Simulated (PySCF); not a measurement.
Isomers of C8H10FN, one GFN2-xTB conformer each. Single-point energies are computed at PBE0/pcSseg-1 (PySCF, gas phase, no added dispersion term), electronic only.

Question: Rank them by PBE0/pcSseg-1 energy, lowest first (kcal/mol).
A. `[CH:1]#[C:2][CH2:3][C@:4]([CH3:5])([CH2:6][F:7])[CH2:8][C:9]#[N:10]` with C2–C3–C4–C5 -62°, C3–C4–C6–F7 180°, C3–C4–C8–C9 57°
B. `[CH3:1][C:2]1=[CH:3][CH2:4][NH:5][C@H:6]1[C:7]#[C:8][CH2:9][F:10]` with C2–C3–C4–N5 11°, C3–C4–N5–C6 -19°, C4–N5–C6–C7 -99°, C1–C2–C6–N5 169°
C. `[N:1]#[C:2][CH2:3][C@@H:4]([F:5])[CH:6]=[C:7]1[CH2:8][CH2:9][CH2:10]1` with C2–C3–C4–F5 174°, C3–C4–C6–C7 103°

Answer: C (0.0), A (13.8), B (24.0).

As drawn, the lowest has a four-membered ring and a C≡N group, which the highest lacks; the highest has a C≡C bond and an N–H bond, which the lowest lacks. GFN2-xTB itself gives, in the same order: 0.0, 16.9, 10.6. Both levels put the same isomer lowest; measured from each level's own lowest isomer, the values differ by up to 13.4 kcal/mol (CC1=CCN[C@H]1C#CCF: 10.6 against 24.0).

Q: Which frontier levels, dipoles and rotational constants go with these structures?

A: 
```json
{"SMILES": "N#CC[C@@H](F)C=C1CCC1", "HOMO (eV, PBE0/pcSseg-1)": "-7.40", "LUMO (eV)": "-0.27", "dipole (D)": "1.62", "A, B, C (MHz)": "1803, 935.5, 695.2"}
{"SMILES": "C#CC[C@](C)(CF)CC#N", "HOMO (eV, PBE0/pcSseg-1)": "-8.21", "LUMO (eV)": "0.62", "dipole (D)": "3.79", "A, B, C (MHz)": "1637, 1122, 795.2"}
{"SMILES": "CC1=CCN[C@H]1C#CCF", "HOMO (eV, PBE0/pcSseg-1)": "-6.40", "LUMO (eV)": "0.06", "dipole (D)": "2.54", "A, B, C (MHz)": "2425, 660.3, 572.1"}
```
